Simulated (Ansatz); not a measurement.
`B[CH](F)[GeH3]` + `BS` → `BS[CH](F)[GeH3]` + BH₃  (substitution at a C–B bond)

Computed with Ansatz on PBE0-D4/def2-TZVP structures; ΔE is electronic, products minus reactants. CCSD(T)/CBS adds triple-zeta CCSD(T) − MP2 to the extrapolated MP2 energy (def2 sets, frozen cores). This one scheme is used for every species. Functionals use def2-TZVPP. B3LYP here is the variant with VWN-RPA as its local correlation; programs differ in this. For Ge outer-core shells are correlated without core-valence functions, which leaves a few kJ/mol of doubt a bond. Scalar relativity is left out up to krypton. One conformer a species, not always the lowest.

CCSD(T)/CBS gives +16.0 kcal/mol.

(1) Another level gave +16.7 kcal/mol. Which?
A. SCS-MP2/def2-TZVPP
B. PBE-D4/def2-TZVPP
C. CCSD(T)/def2-TZVPP
D. B3LYP/def2-TZVPP

Largest T1 diagnostic among the species: 0.015.

## Answers

(1) C. CCSD(T)/def2-TZVPP 16.7, B3LYP 18.2, PBE-D4 19.3, SCS-MP2/def2-TZVPP 15.1 kcal/mol.

In def2-TZVPP, CCSD(T) changes the Hartree–Fock value by +2.8 kcal/mol (the triples alone add +0.0 kcal/mol) and MP2 by +2.1 kcal/mol. From PBE to PBE0 (25 % exact exchange), in def2-TZVPP and without D4, ΔE moves by −0.8 kcal/mol.
